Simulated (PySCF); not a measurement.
PySCF input file for C₂H₅S, SMILES [CH2]SC, multiplicity 2, PBE0/pcH-1. Geometry optimised at PBE-D3(BJ)/def2-TZVP. The isomer is the one that the SMILES or the coordinates give; other isomers of the formula were not compared.

```python
import numpy as np
from pyscf import gto, scf, dft
from pyscf.prop.hfc import uks as hfc
from pyscf.prop.gtensor import uks as gtensor

mol = gto.M(
    atom='''
    C     1.42898097    0.06235187   -0.29218687
    S    -0.01632591   -0.30786397    0.53126426
    C    -1.25914577    0.40569642   -0.57299044
    H     2.35400949   -0.30490921    0.14489625
    H     1.44689534    0.78717883   -1.10306754
    H    -1.09521884    1.48588519   -0.68470463
    H    -1.22418486   -0.08466597   -1.55461401
    H    -2.23929784    0.23404484   -0.11167440
    ''',
    basis='pcH-1',
    charge=0,
    spin=1,
    max_memory=1600,
    verbose=3,
)
mf = dft.UKS(mol, xc='pbe0').density_fit(auxbasis='def2-universal-jkfit')
mf.grids.level = 3
mf.conv_tol = 1e-10
mf.max_cycle = 100
mf.kernel()
fine, coarse = mf.grids, dft.Grids(mol).set(level=1).build(with_non0tab=True)
for _ in range(3):  # follow internal instabilities
    mf.grids = coarse
    mo, _, stable, _ = mf.stability(return_status=True, nroots=4)
    mf.grids = fine
    if stable:
        break
    mf.kernel(mf.make_rdm1(mo, mf.mo_occ))
A = hfc.HFC(mf).make_fcdip(mf.make_rdm1())  # Fermi contact and dipolar terms, MHz
print('atom   A(iso)/MHz   principal dipolar parts/MHz')
for i, a in enumerate(A):
    w = np.linalg.eigvalsh((a + a.T) / 2)
    print(f'{mol.atom_symbol(i):2s}{i + 1:3d} {w.mean():12.2f}', (w - w.mean()).round(2))
gt = gtensor.GTensor(mf)
gt.dia_soc2e, gt.para_soc2e, gt.so_eff_charge = None, None, True
gt.max_cycle_cphf = 60
g = gt.kernel()
```

Output:

```

WARN: HOMO -0.159147363399768 >= LUMO -0.15914736339974

converged SCF energy = -477.105991451567  <S^2> = 0.75505003  2S+1 = 2.0050437
<class 'pyscf.df.df_jk.DFUKS'> wavefunction is stable in the internal stability analysis
atom   A(iso)/MHz   principal dipolar parts/MHz
C   1        90.65 [-69.03 -68.2  137.23]
S   2         7.06 [-26.51 -21.24  47.75]
C   3        -3.25 [-1.17 -0.31  1.48]
H   4       -59.16 [-32.42  -1.    33.42]
H   5       -56.28 [-32.49  -0.42  32.91]
H   6        14.22 [-2.9  -1.93  4.82]
H   7        16.29 [-2.95 -2.04  4.99]
H   8        -1.93 [-2.38 -1.72  4.1 ]
SOC(1e)/OZ [ 0.00643666 -0.00015156  0.00236186]
free electron g 2.00231930436182
g-tensor total [2.00466691 2.00864509 2.00198678]
g-shift (ppt) [ 2.34760517  6.32578476 -0.33252227]
```

The run converged.

Cost: about 50 core-seconds (a rough figure).
